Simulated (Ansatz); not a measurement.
`C#C[Si](C)(Cl)Cl` → `Cl[Si]Cl` + `C#CC` at 500 K and 1 bar (silylene formation by 1,1-elimination).

Isolated molecules relaxed with PBE0-D4/def2-TZVP in Ansatz; ΔE leaves out vibrations. CCSD(T)/CBS adds triple-zeta CCSD(T) − MP2 to the extrapolated MP2 energy (def2 sets, frozen cores). This one scheme is used for every species.

| species | CCSD(T)/CBS energy (Eh) | H − E (kJ/mol) | S (J/(mol·K)) |
| --- | --- | --- | --- |
| `C#C[Si](C)(Cl)Cl` | -1325.27391 | 210.6 | 450.1 |
| `Cl[Si]Cl` | -1208.69388 | 30.7 | 309.5 |
| `C#CC` | -116.49627 | 173.5 | 282.9 |

H − E and S are ideal-gas, rigid-rotor, harmonic terms from PBE0-D4/def2-TZVP. 1 Eh = 2625.50 kJ/mol, R = 8.31446 J/(mol·K).

Problem. By hand: ΔE, ΔH, ΔS and ΔG.

Solution. ΔE = (-1208.69388) + (-116.49627) − (-1325.27391) = 0.08376 Eh = 219.9 kJ/mol. Δ(H − E) = 30.7 + 173.5 − 210.6 = -6.4, so ΔH = 213.5 kJ/mol. ΔS = 309.5 + 282.9 − 450.1 = 142.3 J/(mol·K). ΔG = 213.5 − 500 × (142.3)/1000 = 142.3 kJ/mol.

Problem. By hand: the equilibrium constant, and the temperature at which ΔG would vanish if ΔH and ΔS stayed fixed.

Solution. log₁₀ K = −ΔG/(RT ln 10) = -14.9. ΔG = 0 at ΔH/ΔS = 1500 K.

The number of gas molecules changes by +1, which sets the sign of ΔS. A doubt of 5 kJ/mol in ΔE shifts log₁₀ K by 0.5 here. These are equilibria of isolated gas molecules and say nothing of rates. Largest T1 diagnostic: 0.013 (customary marks: 0.02 for closed shells, 0.045 for open ones).
